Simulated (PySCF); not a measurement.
C2H6BeS. Atoms are numbered in the order given.

```xyz
10

Be     0.0703    -0.0091     0.3216
C      0.7681    -1.3826    -0.3479
C      0.6909    -1.5366    -1.8711
H      0.3153    -2.2674     0.1424
H      1.8274    -1.4098    -0.0222
H      1.1768    -0.6965    -2.3929
H     -0.3514    -1.5701    -2.2273
H      1.1798    -2.4597    -2.2246
S     -0.7028     1.5593     1.1015
H     -1.9379     1.0053     1.1273
```
Charge 0, spin multiplicity 1.

The structure is a stationary point at PBE0-D3(BJ)/def2-SVP. The values are those of a single conformer.

Level of theory: B3LYP/pcSseg-1 run with PySCF.

GIAO shieldings, no solvent; atoms alike by connectivity are averaged. δ = σ(ref) − σ: ¹³C against TMS (σ = 181.3 ppm); ¹H against TMS (σ = 31.68 ppm); ³³S against H2S (σ = 695.8 ppm), references at their B3LYP-D3(BJ)/def2-TZVP geometries, non-relativistic.

Computed chemical shifts:
| nucleus | atoms | count | δ (ppm) |
|---|---|---|---|
| ¹³C | C3 | 1 | 12.1 |
| ¹³C | C2 | 1 | 4.5 |
| ¹H | H6, H7, H8 | 3 | 1.34 |
| ¹H | H10 | 1 | 0.50 |
| ¹H | H4, H5 | 2 | 0.37 |
| ³³S | S9 | 1 | -15.9 |
